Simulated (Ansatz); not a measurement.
The same path of CH4BClN2 (9 atoms, charge 0, multiplicity 1) was run twice with different band settings. The coordinate that changes most is the angle H6–N1–C2.

Level of theory: RKS PBE/def2-SVPD in Ansatz.

Relaxed end points:

```xyz
9
Properties=species:S:1:pos:R:3
N -0.229 -0.391 1.664
C 0.573 0.190 0.857
N 0.356 0.267 -0.527
B -0.683 -0.197 -1.383
Cl -2.104 -1.076 -0.833
H 0.123 -0.328 2.627
H 1.520 0.692 1.157
H 1.105 0.762 -1.013
H -0.573 0.035 -2.565
```

```xyz
9
Properties=species:S:1:pos:R:3
N 0.129 -0.216 1.898
C 0.765 0.291 0.917
N 0.433 0.301 -0.460
B -0.657 -0.209 -1.204
Cl -2.014 -1.084 -0.462
H -0.747 -0.673 1.604
H 1.724 0.809 1.115
H 1.135 0.782 -1.026
H -0.679 -0.049 -2.400
```

Common settings: movable images 7; spring 5.0 eV/Å²; start path through a guess of the saddle point; force threshold 0.05 eV/Å; iteration limit 60; end points relaxed.

| run | climbing image | optimiser |
| --- | --- | --- |
| 1 | yes | quadratic models (default) |
| 2 | from the first iteration | lbfgs |

Q: What does each run give, and how far can it be trusted?

A: Run 1: converged after 13 iterations, highest image 0.910 eV above the first end. A vibrational analysis at the climbing image gives one clearly imaginary mode, 1017i cm⁻¹: a first-order saddle point.
Run 2: converged after 59 iterations, highest image 0.915 eV above the first end. The order of the stationary point at the top wasn't checked.
